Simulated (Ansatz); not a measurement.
# What each rung costs, and what it gives

Saddle point of GeNH$_{5}$O, closed shell (GeNH₅O ([NH2][GeH2][OH]) → GeH₂O ([O][GeH2]) + NH₃ (still joined by a long Ge–N bond); bonds formed: N2–H4; bonds broken: O3–H4; bonds weakened to dative contacts: Ge1–N2), PBE0-D4/def2-TZVP structure:

```xyz
8
angstrom
Ge -0.9707 0.1809 0.1389
N 1.0026 -0.0800 0.0139
O -0.9018 -0.7815 -1.2695
H 0.4649 -0.6449 -0.8887
H -1.2408 1.6988 0.0644
H -1.4284 -0.4038 1.4921
H 1.4761 -0.6687 0.6888
H 1.5981 0.6992 -0.2400
```

Barriers are electronic and count from the start structure reached by relaxing down the imaginary mode.

Computed with Ansatz 0.2.0 (basis: as named in each row); correlated methods freeze the cores. Filled d shells of the heavier atoms are correlated. The def2 sets are not built for correlating such inner shells, so the correlated values are less sure here. B3LYP uses VWN-RPA correlation. Extrapolation: Hartree–Fock as exp(−7.88 √X), correlation as X^−2.97.

Times are rough, for one single point on 4 threads of a shared host (Arm Neoverse V1).

The estimate by CCSD(T) at an estimated basis limit (MP2 extrapolated from triple and quadruple zeta, plus CCSD(T) − MP2 in triple zeta) is 40.52 kcal/mol.

```tsv
method	basis	time (s)	barrier (kcal/mol)	method less estimate
HF	STO-3G	under 1	80.89	40.37
PBE-D4	STO-3G	under 1	33.17	-7.35
SPW92	def2-SVP	under 1	27.76	-12.76
PBE-D4	def2-SVP	under 1	30.91	-9.61
B3LYP-D4	6-31G	under 1	33.02	-7.50
SPW92	def2-TZVPP	under 1	30.50	-10.02
PBE0-D4	def2-SVP	under 1	37.01	-3.51
PBE-D4	def2-TZVPP	1	33.40	-7.12
BLYP-D4	def2-TZVPP	1	35.07	-5.45
PBE0-D4	def2-TZVPP	2	38.88	-1.64
B3LYP-D4	def2-TZVPP	2	39.40	-1.12
BHLYP-D4	def2-TZVPP	2	45.42	4.90
CAM-B3LYP-D4	def2-TZVPP	2	41.13	0.61
CCSD(T)	def2-SVP	2	40.46	-0.06
r2SCAN-D4	def2-TZVPP	2	37.42	-3.10
B2PLYP	def2-TZVPP	3	39.65	-0.87
wB97M-V	def2-SVP	3	39.12	-1.40
r2SCAN0-D4	def2-TZVPP	3	41.26	0.74
PBE-QIDH	def2-TZVPP	4	41.23	0.71
RPA on PBE	def2-TZVPP	4	40.04	-0.48
wB97X-V	def2-TZVPP	4	41.73	1.21
wB97M-V	def2-TZVPP	5	41.14	0.62
B97M-V	def2-TZVPP	6	40.10	-0.42
MP2	def2-QZVPP	13	39.03	-1.49
CCSD(T)	def2-TZVPP	43	41.12	0.60
```

All methods are single points on the PBE0-D4 structures.

No T1 diagnostic of these runs exceeds 0.018.

Labels in which every atom is bracketed show which atoms are joined, not bond orders.
